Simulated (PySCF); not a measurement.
Compound: C6H5Cl3.
Atom-mapped SMILES: `[Cl:1][C:2]([Cl:3])([Cl:4])[C:5]1=[CH:6][CH2:7][CH:8]=[CH:9]1` (hydrogens: H10 on C6; H11, H12 on C7; H13 on C8; H14 on C9)

Linear response at CAM-B3LYP/def2-SVPD (PySCF, frozen core in the response, non-relativistic). Geometry: PBE0-D3(BJ)/def2-SVP; no solvent, vibrations or thermal averaging.

Static isotropic polarisability: 108.96 au (16.15 Å³), principal values 90.5, 108.6, 127.7 au.

Q: What is the polarisability at 1064 nm and at the sodium D line?

A: 110.01 au at 1064 nm (+1.0 %), 112.54 au at 589.3 nm (+3.3 %). The rise at 589.3 nm is 3.41 times that at 1064 nm; a pure ω² law gives 3.26. The lowest singlet lies at 239 nm, shorter than both wavelengths.

Q: What is the isotropic C6 coefficient between two such molecules, C6 = (3/π)∫α(iω)² dω?

A: 4734 au (Eh·bohr⁶) by a ten-point quadrature over imaginary frequencies, which is 2830 eV·Å⁶ or 273 J·nm⁶/mol.

Q: Which effective excitation energy ω̄ makes London's formula C6 = (3/4)α²ω̄ exact here?

A: ω̄ = 4·C6/(3α²) = 0.532 Eh = 14.5 eV. A one-pole form α(ω) = α/(1 − ω²/ω̄²) fitted to the 1064 nm value gives 11.9 eV.

Q: How many electrons N does the Slater–Kirkwood formula C6 = (3/4)·√N·α^(3/2) need to give this C6?

A: N = (4·C6/3)²/α³ = 30.8; the species has 92 electrons in all.

Q: How anisotropic is the static polarisability, by Δα² = ½[(α1 − α2)² + (α2 − α3)² + (α3 − α1)²]?

A: Δα = 32.2 au, or 0.30 of the isotropic value.

Q: What does −C6/R⁶ come to at R = 10 Å between centres?

A: -270 J/mol. This is the leading, orientation-averaged term; C8 and higher terms are left out.

Q: The lowest 6 singlets have (eV, f): 5.18, 0.057; 5.92, 0.000; 6.29, 0.074; 6.44, 0.000; 6.51, 0.001; 6.69, 0.113. What share of the static polarisability do they carry in the sum over states α = Σ f/ω²?

A: 4.85 au, 4.5 % of α; the largest term, 1.87 au, is that of the state at 6.69 eV. Their oscillator strengths add up to 0.25. Higher states carry the rest.

Rough CPU time on one thread of a shared machine: about 1.6 min. This is the whole response run at CAM-B3LYP/def2-SVPD, SCF included.

The values belong to the conformer `[Cl:1][C:2]([Cl:3])([Cl:4])[C:5]1=[CH:6][CH2:7][CH:8]=[CH:9]1`: Cl1–C2–C5–C6 -120°.
